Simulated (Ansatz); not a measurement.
`C[SiH](C)P` → `C[Si]C` + PH₃ at 600 K and 1 bar (silylene formation by 1,1-elimination).

Computed with Ansatz on PBE0-D4/def2-TZVP structures; ΔE is electronic, products minus reactants. CCSD(T)/CBS adds triple-zeta CCSD(T) − MP2 to the extrapolated MP2 energy (def2 sets, frozen cores). This one scheme is used for every species. One conformer a species, not always the lowest.

```
     species  CCSD(T)/CBS energy (Eh)  H − E (kJ/mol)  S (J/(mol·K))
`C[SiH](C)P`               -711.56475           333.2          462.7
    `C[Si]C`               -368.74530           234.7          367.6
         PH₃               -342.72256            86.3          240.2
```

H − E and S are ideal-gas, rigid-rotor, harmonic terms from PBE0-D4/def2-TZVP, for one conformer and one mirror image of each species. 1 Eh = 2625.50 kJ/mol, R = 8.31446 J/(mol·K).

Task: By hand: ΔE, ΔH, ΔS and ΔG.

Result: ΔE = (-368.74530) + (-342.72256) − (-711.56475) = 0.09689 Eh = 254.4 kJ/mol. Δ(H − E) = 234.7 + 86.3 − 333.2 = -12.2, so ΔH = 242.2 kJ/mol. ΔS = 367.6 + 240.2 − 462.7 = 145.1 J/(mol·K). ΔG = 242.2 − 600 × (145.1)/1000 = 155.1 kJ/mol.

Task: By hand: the equilibrium constant, and the temperature at which ΔG would vanish if ΔH and ΔS stayed fixed.

Result: log₁₀ K = −ΔG/(RT ln 10) = -13.5. ΔG = 0 at ΔH/ΔS = 1669 K.

The number of gas molecules changes by +1, which sets the sign of ΔS. A doubt of 5 kJ/mol in ΔE shifts log₁₀ K by 0.4 here. Other conformers and mirror images would add mixing entropy, several J/(mol·K) or more a flexible species. These are equilibria of isolated gas molecules and say nothing of rates. Largest T1 diagnostic: 0.013 (customary marks: 0.02 for closed shells, 0.045 for open ones).
